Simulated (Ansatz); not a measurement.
Stepwise reaction of `[F][Al]([F])[O][SiH3]` with water, as a gas-phase model of exchange steps in deposition or etching. ΔE in kJ/mol.

Gas-phase electronic energies from Ansatz, PBE0-D4/def2-TZVP geometries. CCSD(T)/CBS is the MP2 limit (def2-TZVPP, def2-QZVPP) plus CCSD(T) − MP2 in def2-TZVPP, frozen cores. This one scheme is used for every species. DFT in def2-TZVPP. B3LYP here is the variant with VWN-RPA as its local correlation; programs differ in this. One conformer a species, not always the lowest.

```tsv
step	reaction	PBE-D4	B3LYP-D4	ωB97M-V	CCSD(T)/CBS
2	`[OH][Al]([F])[O][SiH3]` + H₂O → `[OH][Al]([OH])[O][SiH3]` + H–F	44.0	45.8	45.4	46.2
```

(1) Give the row of step 1, `[F][Al]([F])[O][SiH3]` + H₂O → `[OH][Al]([F])[O][SiH3]` + H–F. (Best estimate.)

(2) By hand: ΔE of the 2 steps together at CCSD(T)/CBS.

Results:

(1) Ansatz gave: 
```tsv
step	reaction	PBE-D4	B3LYP-D4	ωB97M-V	CCSD(T)/CBS
1	`[F][Al]([F])[O][SiH3]` + H₂O → `[OH][Al]([F])[O][SiH3]` + H–F	42.4	44.5	44.0	45.3
```

(2) (45.3) + (46.2) = 91.5 kJ/mol, or 45.8 kJ/mol a step.

In ΔE the steps differ by no more than 0.9 kJ/mol. All are uphill at CCSD(T)/CBS. PBE-D4 differs from CCSD(T)/CBS by -2.9 to -2.2 kJ/mol a step. Isolated molecules leave out the surface, adducts and barriers. Largest T1 diagnostic: 0.012.
